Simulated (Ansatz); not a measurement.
Calculated with Ansatz (gas phase, PBE0-D4/def2-TZVP geometries, no zero-point term in ΔE). CCSD(T)/CBS adds triple-zeta CCSD(T) − MP2 to the extrapolated MP2 energy (def2 sets, frozen cores). Functionals use def2-TZVPP. B3LYP here is the variant with VWN-RPA as its local correlation; programs differ in this. One conformer a species, not always the lowest.

Consider the cleavage of the Si–Si bond: `N[SiH2][SiH2][SiH3]` + `[SiH3]S` → `N[SiH2]S[SiH3]` + disilane.

```tsv
level	ΔE (kcal/mol)	difference from CCSD(T)/CBS
PBE-D4	-15.2	2.5
r2SCAN-D4	-17.2	0.5
PBE0-D4	-16.0	1.7
B3LYP-D4	-17.0	0.7
ωB97X-V	-17.0	0.7
ωB97M-V	-18.3	-0.6
B2PLYP	-17.6	0.1
PBE	-14.8	2.9
r2SCAN	-17.2	0.5
PBE0	-15.8	1.9
B3LYP	-16.4	1.3
HF/def2-TZVPP	-18.8	-1.1
MP2/def2-TZVPP	-19.3	-1.6
SCS-MP2/def2-TZVPP	-18.9	-1.2
CCSD/def2-TZVPP	-17.0	0.7
CCSD(T)/def2-TZVPP	-17.0	0.7
HF/def2-QZVPP	-18.9	-1.2
MP2/def2-QZVPP	-19.7	-2.0
SCS-MP2/def2-QZVPP	-19.3	-1.6
HF/CBS(def2)	-18.9	-1.2
MP2/CBS(def2)	-20.0	-2.3
CCSD/CBS(def2)	-17.6	0.1
CCSD(T)/CBS	-17.7	0
```

Largest T1 diagnostic among the species: 0.013.

From PBE to PBE0 (25 % exact exchange), in def2-TZVPP and without D4, ΔE moves by −0.9 kcal/mol.
